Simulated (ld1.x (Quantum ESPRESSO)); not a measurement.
# u(r) = r·R(r): atom against pseudo-atom (copper)

Columns: radius, all-electron u(r) and pseudo u(r) of the 3d shell (level -9.79 eV) of copper in the configuration [Ar] 3d9 4s2 4p0; LDA (PZ), scalar-relativistic, ultrasoft scheme, ld1.x (Quantum ESPRESSO) 7.5.

| r (bohr) | all-electron | pseudo |
| --- | --- | --- |
| 0.125 | 0.1727 | 0.0033 |
| 0.250 | 0.5567 | 0.0252 |
| 0.375 | 0.8475 | 0.0781 |
| 0.500 | 0.9836 | 0.1646 |
| 0.625 | 1.0055 | 0.2758 |
| 0.750 | 0.9634 | 0.3946 |
| 0.875 | 0.8920 | 0.5005 |
| 1.000 | 0.8105 | 0.5758 |
| 1.125 | 0.7288 | 0.6105 |
| 1.250 | 0.6516 | 0.6049 |
| 1.375 | 0.5807 | 0.5684 |
| 1.500 | 0.5167 | 0.5153 |
| 1.625 | 0.4595 | 0.4595 |
| 1.750 | 0.4086 | 0.4086 |
| 1.875 | 0.3634 | 0.3634 |
| 2.000 | 0.3234 | 0.3234 |
| 2.125 | 0.2880 | 0.2880 |
| 2.250 | 0.2566 | 0.2566 |
| 2.375 | 0.2287 | 0.2287 |
| 2.500 | 0.2040 | 0.2040 |
| 2.625 | 0.1821 | 0.1821 |
| 2.750 | 0.1626 | 0.1626 |
| 2.875 | 0.1452 | 0.1452 |
| 3.000 | 0.1298 | 0.1298 |
| 3.125 | 0.1160 | 0.1160 |
| 3.250 | 0.1038 | 0.1038 |

Question: How many radial nodes do the two functions have?

Answer: The all-electron 3d function has n − l − 1 = 0; the pseudo-wave has 0.

Question: At about which radius was the pseudo-wave matched?

Answer: 1.70 bohr, where the columns begin to agree (steps of 0.12 bohr).

Question: Is the pseudo-wave norm-conserving?

Answer: No, it belongs to an ultrasoft set: the norm inside the radius is not constrained, and the difference is carried by the augmentation charge.
